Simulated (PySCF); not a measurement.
SMILES O=Cc1cccc(-c2cccs2)c1 (C11H8OS), singlet, GFN2-xTB optimised geometry.

```
21

O      0.87    -4.61     0.00
C      0.19    -3.61     0.00
C      0.70    -2.24     0.00
C      2.08    -2.00     0.00
C      2.55    -0.71     0.00
C      1.67     0.36     0.00
C      0.29     0.15     0.00
C     -0.63     1.27     0.00
C     -2.00     1.27     0.00
C     -2.56     2.57     0.00
C     -1.62     3.55     0.00
S     -0.03     2.91     0.00
C     -0.18    -1.16     0.00
H     -0.91    -3.68     0.00
H      2.75    -2.85     0.00
H      3.62    -0.52     0.00
H      2.05     1.37     0.00
H     -2.60     0.38     0.00
H     -3.62     2.76     0.00
H     -1.76     4.61     0.00
H     -1.24    -1.36     0.00
```

Density from CAM-B3LYP/def2-SVP in PySCF at that geometry.

Minimum of the electron density along straight lines between bonded atoms, close to the bond critical point (lines longer than 1.1 times the sum of covalent radii, or with two minima, are not listed):

```
bond     length / Å  ρ at the minimum / e bohr⁻³  ∇²ρ there / e bohr⁻⁵  position (fraction from the first atom)
-------  ----------  ---------------------------  --------------------  ---------------------------------------
O1–C2         1.204                        0.414                  0.47                                     0.67
C2–C3         1.468                        0.279                 -0.72                                     0.51
C3–C4         1.396                        0.309                 -0.79                                     0.50
C4–C5         1.381                        0.317                 -0.83                                     0.50
C5–C6         1.383                        0.316                 -0.83                                     0.50
C6–C7         1.399                        0.307                 -0.78                                     0.50
C7–C8         1.449                        0.280                 -0.70                                     0.49
C8–C9         1.370                        0.319                 -0.80                                     0.51
C9–C10        1.408                        0.301                 -0.76                                     0.50
C10–C11       1.358                        0.326                 -0.84                                     0.49
C8–S12        1.743                        0.210                 -0.44                                     0.47
C11–S12       1.714                        0.220                 -0.50                                     0.47
C3–C13        1.391                        0.311                 -0.80                                     0.50
C7–C13        1.395                        0.309                 -0.79                                     0.50
C2–H14        1.109                        0.276                 -1.04                                     0.64
C4–H15        1.079                        0.286                 -1.14                                     0.65
C5–H16        1.080                        0.285                 -1.11                                     0.64
C6–H17        1.080                        0.285                 -1.10                                     0.64
C9–H18        1.075                        0.285                 -1.10                                     0.63
C10–H19       1.075                        0.285                 -1.11                                     0.64
C11–H20       1.072                        0.286                 -1.14                                     0.65
C13–H21       1.079                        0.285                 -1.10                                     0.64
```
